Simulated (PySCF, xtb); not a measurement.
trans-(1R,2R)-1-ethenyl-2-methylcyclopropane (C6H10), SMILES C=C[C@H]1C[C@H]1C. Other conformers were not sampled.

Harmonic wavenumbers (cm⁻¹) from xtb with GFN2-xTB at its own minimum, in rising order: 76, 156, 200, 264, 352, 421, 531, 665, 814, 846, 873, 888, 943, 967, 1018, 1025, 1062, 1081, 1090, 1116, 1129, 1176, 1246, 1305, 1346, 1394, 1413, 1431, 1477, 1493, 1499, 1706, 3012, 3018, 3022, 3031, 3039, 3048, 3088, 3101, 3111, 3123.

Problem. What does B3LYP-D3(BJ)/def2-SVP (PySCF) give at its own minimum? (An estimate is asked for; the answer gives what the named calculation found.)

Solution. 81, 190, 220, 267, 359, 437, 546, 676, 766, 804, 854, 920, 932, 940, 1003, 1027, 1062, 1085, 1109, 1111, 1141, 1189, 1229, 1314, 1370, 1394, 1417, 1438, 1463, 1469, 1491, 1716, 3026, 3096, 3117, 3120, 3122, 3128, 3137, 3142, 3211, 3231. Paired by order, the mean absolute difference is 29 cm⁻¹ and the zero-point energies are 88.1 and 89.1 kcal/mol.
